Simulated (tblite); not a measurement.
Compound: C₂H₄F₃NSi.
Atom-mapped SMILES: `[F:1][C:2]([F:3])([F:4])/[CH:5]=[N:6]/[SiH3:7]` (hydrogens: H8 on C5; H9, H10, H11 on Si7)

Computed with GFN2-xTB (tblite), gas phase: L-BFGS steps from a force-field or distance-geometry start until the largest atomic force falls under 0.01 eV/Å.

Step 3: E = -684.6619 eV
```
atom  x, y, z in Å  |  force x, y, z in eV/Å
F1     -2.0854    1.4014    0.4375   -0.210   0.318   0.208
C2     -1.9520    0.1833   -0.0680    0.324  -0.053  -0.092
F3     -2.3491    0.2537   -1.3465   -0.209  -0.168  -0.061
F4     -2.7810   -0.6293    0.5906   -0.310  -0.069  -0.039
C5     -0.5284   -0.3013    0.0367    0.478   0.057   0.028
N6      0.3958    0.5260   -0.0906    0.109  -0.222   0.034
Si7     2.0845    0.0881    0.0247    0.380  -0.248   0.003
H8     -0.3803   -1.3680    0.2378   -0.361   0.005  -0.029
H9      2.3406   -0.6853    1.2443   -0.089   0.059   0.016
H10     2.4283   -0.7874   -1.0962   -0.073   0.049  -0.064
H11     2.8324    1.3215    0.0038   -0.039   0.271  -0.005
```

Step 4: E = -684.6857 eV
```
atom  x, y, z in Å  |  force x, y, z in eV/Å
F1     -2.0960    1.4017    0.4396   -0.022   0.176   0.143
C2     -1.9376    0.1807   -0.0672   -0.205   0.163  -0.021
F3     -2.3580    0.2471   -1.3377   -0.032  -0.129  -0.180
F4     -2.7906   -0.6226    0.5813   -0.056  -0.127   0.035
C5     -0.5156   -0.3025    0.0365    0.269   0.250   0.026
N6      0.4124    0.5204   -0.0893   -0.016  -0.248   0.030
Si7     2.0991    0.0833    0.0246    0.301  -0.114   0.001
H8     -0.3965   -1.3662    0.2367   -0.204  -0.181   0.005
H9      2.3361   -0.6823    1.2438   -0.025  -0.017   0.120
H10     2.4244   -0.7849   -1.0978   -0.005  -0.032  -0.154
H11     2.8279    1.3279    0.0037   -0.004   0.259  -0.005
```

Step 5: E = -684.6961 eV
```
atom  x, y, z in Å  |  force x, y, z in eV/Å
F1     -2.1011    1.4039    0.4425    0.023   0.094   0.080
C2     -1.9351    0.1825   -0.0669   -0.283   0.176   0.002
F3     -2.3624    0.2421   -1.3363    0.044  -0.078  -0.164
F4     -2.7953   -0.6212    0.5773    0.064  -0.108   0.053
C5     -0.5081   -0.3010    0.0371   -0.012   0.154   0.040
N6      0.4221    0.5156   -0.0885    0.044  -0.177   0.021
Si7     2.1104    0.0799    0.0246    0.221  -0.015  -0.005
H8     -0.4072   -1.3682    0.2363   -0.142  -0.145   0.002
H9      2.3337   -0.6813    1.2456    0.013  -0.046   0.154
H10     2.4227   -0.7844   -1.1012    0.032  -0.060  -0.180
H11     2.8256    1.3348    0.0036   -0.005   0.205  -0.004
```

Q: Estimate the geometry and energy of step 6. (The exact step hangs on the optimiser's Hessian estimate; all steps are aligned on step 5, rigid shifts and turns removed.)

A: E = -684.7075 eV, largest force 0.279 eV/Å
```
atom  x, y, z in Å  |  force x, y, z in eV/Å
F1     -2.1067    1.4090    0.4477    0.020  -0.020  -0.026
C2     -1.9373    0.1879   -0.0668   -0.205   0.111   0.020
F3     -2.3664    0.2348   -1.3382    0.106   0.008  -0.063
F4     -2.7992   -0.6220    0.5742    0.170  -0.030   0.047
C5     -0.5016   -0.2978    0.0390   -0.275  -0.014   0.045
N6      0.4356    0.5071   -0.0873    0.073  -0.121   0.021
Si7     2.1281    0.0757    0.0244    0.087   0.070  -0.011
H8     -0.4228   -1.3728    0.2356   -0.089  -0.003  -0.013
H9      2.3314   -0.6812    1.2513    0.059  -0.049   0.139
H10     2.4215   -0.7851   -1.1092    0.071  -0.055  -0.158
H11     2.8229    1.3471    0.0034   -0.017   0.103  -0.002
```

The energy changes by -0.0113 eV. The first-order estimate −F·Δx gives -0.0170 eV and the mean of the old and new forces, exact on a quadratic surface, -0.0114 eV. The step makes an angle of 46° with the force vector and moves no atom by more than 0.018 Å.

The cost below is that of the whole relaxation. Time: 0.49 s. Hardware: one thread, Arm Neoverse V2 (aarch64), no GPU, shared host with 96 logical CPUs at a one-minute load of 39.
